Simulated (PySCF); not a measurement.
## Structure elucidation problem

Molecular formula: C$_{8}$H$_{13}$F. Simulated spectra:

¹H NMR (600 MHz, computed): δ 1.80 (m, 6H), 1.74 (m, 6H), 1.34 (m, 1H).

¹³C{¹H} NMR (computed): δ 94.3 (C), 34.4 (CH2, 3C), 30.1 (CH2, 3C), 27.4 (CH).

No relativistic terms, no solvent, equivalent nuclei averaged, one conformer. σ from GIAO-PBE0/pcSseg-1; GFN2-xTB structure; PySCF 2.14.0 with density-fitted response routines.

Chemical shifts δ = σref − σ; ¹H (σ = 31.72 ppm), ¹³C (σ = 186.93 ppm) vs TMS, all at this level.

Q: What is the structure?

A: 
The formula gives 2 degrees of unsaturation (2 rings in the answer). 4 carbon signals for 8 carbons: some carbons are equivalent by symmetry or fast rotation. Carbon types of the structure: 1 × C, 1 × CH, 6 × CH2, which accounts for all hydrogens. δC 94.3: fully substituted sp3 carbon bonded to F; the inductive effect lowers its shielding. δC 34.4, 30.1: sp3 CH2 in a ring; aliphatic region, no heteroatom directly attached. δC 27.4: sp3 CH in a ring; aliphatic region, no heteroatom directly attached. δH 1.80, 1.74: hydrogen on an sp3 CH2 in a ring. δH 1.34: hydrogen on an sp3 CH in a ring; far from electronegative atoms and π systems.

The compound is `C1C2(F)CCC(C1)CC2`.

The data come from this structure; uniqueness wasn't tested.

Splittings by ¹⁹F in the carbon and heteronuclear signals aren't shown, as no couplings were computed. Shifts are as computed. Against solution values, carbons near 30 ppm lie about +3 ppm off and those near 130 ppm about +5 ppm. Of 1211 compounds with measured shifts, 218 miss one by over three times the rms of a fit or turn the order of signals round; such compounds aren't used in these exercises. Multiplicities follow the n + 1 count of equivalent neighbours, as no J values were calculated; m marks all less simple cases, F and P coupling included.
